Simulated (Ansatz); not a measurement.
`Cc1csc(-c2sc(-c3sc(-c4sc(-c5sccc5C)cc4C)cc3C)cc2C)c1`, relaxed as a singlet with RKS r2SCAN-D4/def2-SVP in Ansatz, starting from the GFN2-xTB geometry. Force threshold 0.03 eV/Å.

Single mean-field runs in def2-SVP are fitted with def2-universal-jkfit.

Start:

```xyz
52

C    -2.616   -4.566    7.425
C    -1.356   -3.989    6.868
C    -0.147   -4.015    7.494
S     1.104   -3.301    6.554
C    -0.016   -2.942    5.268
C     0.381   -2.276    4.070
S    -0.862   -1.635    3.026
C     0.319   -1.047    1.892
C    -0.018   -0.351    0.698
S     1.219   -0.151   -0.516
C     0.133    0.733   -1.548
C     0.517    1.244   -2.819
S    -0.524    2.405   -3.600
C     0.536    2.504   -4.974
C     0.261    3.332   -6.101
S     1.180    3.085   -7.565
C     0.323    4.343   -8.356
C    -0.602    4.919   -7.546
C    -0.649    4.356   -6.251
C    -1.570    4.840   -5.182
C     1.614    1.668   -4.809
C     1.623    0.962   -3.598
C     2.705    0.013   -3.216
C    -1.100    0.855   -0.950
C    -1.204    0.241    0.306
C    -2.462    0.231    1.108
C     1.587   -1.352    2.328
C     1.638   -2.031    3.554
C     2.923   -2.417    4.206
C    -1.277   -3.369    5.601
H    -2.955   -5.391    6.799
H    -2.461   -4.939    8.434
H    -3.403   -3.813    7.447
H     0.090   -4.416    8.459
H     0.554    4.577   -9.376
H    -1.239    5.726   -7.860
H    -2.334    4.092   -4.967
H    -2.057    5.759   -5.499
H    -1.024    5.030   -4.257
H     2.388    1.574   -5.551
H     3.391   -0.114   -4.048
H     2.293   -0.958   -2.943
H     3.258    0.392   -2.356
H    -1.912    1.380   -1.426
H    -3.236    0.796    0.595
H    -2.298    0.668    2.093
H    -2.809   -0.791    1.255
H     2.463   -1.075    1.767
H     3.067   -1.856    5.130
H     2.934   -3.477    4.458
H     3.751   -2.204    3.535
H    -2.123   -3.250    4.948
```

```tsv
step	energy (eV)	largest force component (eV/Å)	SCF passes
1	-80406.9466	0.694	22
2	-80407.1863	0.255	21
3	-80407.2016	0.175	21
4	-80407.2091	0.077	21
5	-80407.2114	0.015	21
```

Force components are those of the run's own axes.

End:

Cartesian coordinates in Å:
```
C -2.664 -4.559 7.505
C -1.390 -4.015 6.933
C -0.161 -4.079 7.558
S 1.097 -3.380 6.611
C -0.014 -2.973 5.319
C 0.405 -2.290 4.119
S -0.824 -1.609 3.079
C 0.355 -1.029 1.927
C -0.006 -0.345 0.715
S 1.214 -0.150 -0.523
C 0.125 0.717 -1.577
C 0.529 1.238 -2.855
S -0.506 2.403 -3.646
C 0.555 2.533 -5.026
C 0.256 3.371 -6.161
S 1.180 3.151 -7.630
C 0.334 4.415 -8.431
C -0.621 4.976 -7.618
C -0.683 4.395 -6.318
C -1.641 4.856 -5.261
C 1.657 1.706 -4.845
C 1.662 0.973 -3.634
C 2.765 0.032 -3.257
C -1.123 0.824 -0.970
C -1.216 0.232 0.312
C -2.478 0.231 1.120
C 1.633 -1.356 2.368
C 1.681 -2.059 3.595
C 2.965 -2.485 4.238
C -1.296 -3.383 5.661
H -3.068 -5.368 6.874
H -2.510 -4.965 8.515
H -3.440 -3.779 7.567
H 0.072 -4.517 8.530
H 0.586 4.673 -9.460
H -1.269 5.797 -7.934
H -2.412 4.098 -5.044
H -2.157 5.772 -5.584
H -1.128 5.073 -4.309
H 2.460 1.634 -5.583
H 3.455 -0.110 -4.101
H 2.377 -0.957 -2.964
H 3.353 0.411 -2.404
H -1.968 1.319 -1.456
H -3.243 0.858 0.640
H -2.311 0.616 2.140
H -2.894 -0.785 1.224
H 2.532 -1.079 1.810
H 3.159 -1.927 5.170
H 2.957 -3.555 4.502
H 3.813 -2.307 3.561
H -2.152 -3.243 4.996
```

By distances, no bond broke or formed. The bond that changes most is C15–C19, from 1.38 to 1.40 Å (atoms count from 1).

No frequencies were taken in this run, so the end may be a saddle point.

It took 35 s on 2 threads of AMD EPYC 7R13 on a shared host and a share (18 GiB) of an NVIDIA H100 80GB HBM3.
